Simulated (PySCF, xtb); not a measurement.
Al(Cl)2(SMe) (CH₃AlCl₂S), SMILES C[S][Al]([Cl])[Cl]. One conformer was computed; it need not be the lowest.

Harmonic wavenumbers (cm⁻¹) from GFN2-xTB run with xtb at its own minimum, in rising order: 62, 97, 98, 117, 188, 194, 365, 563, 630, 703, 939, 950, 1313, 1435, 1450, 3024, 3047, 3049.

### Question
What does PBE-D3(BJ)/def2-SVP (PySCF 2.14.0) give at its own minimum? (An estimate is asked for; the answer gives what the named calculation found.)

### Answer
46, 76, 109, 139, 181, 209, 360, 587, 605, 684, 933, 947, 1285, 1403, 1405, 2991, 3104, 3107. Paired by order, the mean absolute difference is 24 cm⁻¹ and the zero-point energies are 26.1 and 26.0 kcal/mol.
